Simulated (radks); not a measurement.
Se4+, configuration [Ar] 3d10 4s2. All-electron calculation, Dirac Kohn-Sham, BLYP, spin-unpolarised, spherical densities, point nucleus. Program: a radial shooting solver on a logarithmic mesh with Libxc functionals.

Spin-orbit splittings of the eigenvalues, e(l+1/2) - e(l-1/2), with zeta = 2 splitting/(2l+1) and mean radii in bohr:

shell  occ.  splitting (eV)  zeta (eV)  <r> j=l-1/2  <r> j=l+1/2
2p        6           41.81      27.87       0.1685       0.1723
3p        6               ?          ?       0.5815       0.5919
3d       10          0.9065     0.3626       0.6215       0.6256

Estimate the 3p splitting.

Answer. 5.901 eV (zeta = 3.934 eV).
